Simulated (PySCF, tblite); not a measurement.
One entry of a table of gas-phase calculations, keyed by method. Lists by class give the value and the number of equivalent atoms.

```json
{
 "formula": "C6H12SSi",
 "smiles": "C#CC[C@@](C)([SiH3])SC",
 "inchi": "InChI=1S/C6H12SSi/c1-4-5-6(2,8)7-3/h1H,5H2,2-3,8H3/t6-/m1/s1",
 "charge": 0,
 "multiplicity": 1,
 "geometry_level": "GFN2-xTB",
 "atoms_angstrom": [
  ["C", 2.674, 0.966, -1.841],
  ["C", 1.916, 0.854, -0.922],
  ["C", 0.971, 0.738, 0.169],
  ["C", -0.051, -0.376, -0.08],
  ["C", -0.858, -0.106, -1.339],
  ["Si", 0.786, -2.106, -0.145],
  ["S", -1.163, -0.492, 1.389],
  ["C", -2.191, 1.009, 1.286],
  ["H", 3.352, 1.061, -2.636],
  ["H", 1.514, 0.534, 1.096],
  ["H", 0.461, 1.703, 0.28],
  ["H", -1.659, -0.835, -1.444],
  ["H", -0.209, -0.175, -2.211],
  ["H", -1.294, 0.894, -1.329],
  ["H", 1.513, -2.304, 1.106],
  ["H", 1.691, -2.115, -1.293],
  ["H", -0.265, -3.108, -0.301],
  ["H", -1.566, 1.896, 1.241],
  ["H", -2.853, 0.952, 0.428],
  ["H", -2.775, 1.021, 2.201]
 ],
 "electronic_structure_code": "PySCF",
 "results": {
  "GFN2-xTB geometry": {
   "point_group": "C1",
   "rotational_constants_GHz": [1.94, 1.033, 0.817]
  },
  "PBE0/pcSseg-1 ground state and GIAO shieldings, non-relativistic": {
   "dipole_D": 1.63,
   "homo_eV": -6.46,
   "lumo_eV": 0.47,
   "shift_vs_computed_TMS_C_by_class_ppm": [
    [87.4, 1],
    [78.4, 1],
    [35.1, 1],
    [30.9, 1],
    [23.9, 1],
    [12.4, 1]
   ],
   "shift_vs_computed_TMS_H_by_class_ppm": [
    [4.02, 3],
    [2.81, 1],
    [2.7, 1],
    [2.02, 3],
    [1.66, 3],
    [1.53, 1]
   ],
   "shielding_other_nuclei_by_class_ppm": [
    ["Si", 405.1, 1],
    ["S", 473.6, 1]
   ],
   "charges_hirshfeld_e_by_atom": [-0.12, -0.03, -0.06, -0.06, -0.13, 0.29, -0.01, -0.12, 0.09, 0.05, 0.05, 0.04, 0.04, 0.04, -0.07, -0.07, -0.07, 0.04, 0.04, 0.05]
  },
  "GFN2-xTB harmonic vibrations, gas phase": {
   "strongest_ir_bands_cm-1_km_per_mol_modes": [
    [759.6, 149.7, 1],
    [768.2, 133.1, 1],
    [783.8, 386.6, 1],
    [2286.7, 203.2, 1],
    [2295.3, 217.0, 1],
    [2298.5, 287.9, 1]
   ],
   "zpe_kcal_per_mol": 95.8
  }
 }
}
```

With B = h/(8π²I), that is 505.379 GHz u Å² over I, the principal moments of inertia are 260.5, 489.3 and 618.4 u Å² (most abundant isotopes). The dipole matches unit charges of opposite sign 0.34 Å apart (1 e·Å = 4.8032 D).

 NMR classes are plain means over equivalent atoms (diastereotopic ones count apart unless rotation or inversion swaps them), as if these changed places fast; in this geometry the members of some classes differ.

Conformer computed: `[CH:1]#[C:2][CH2:3][C@@:4]([CH3:5])([SiH3:6])[S:7][CH3:8]`: C2–C3–C4–C5 -61°, C3–C4–S7–C8 72°.

One conformer stands for the species.
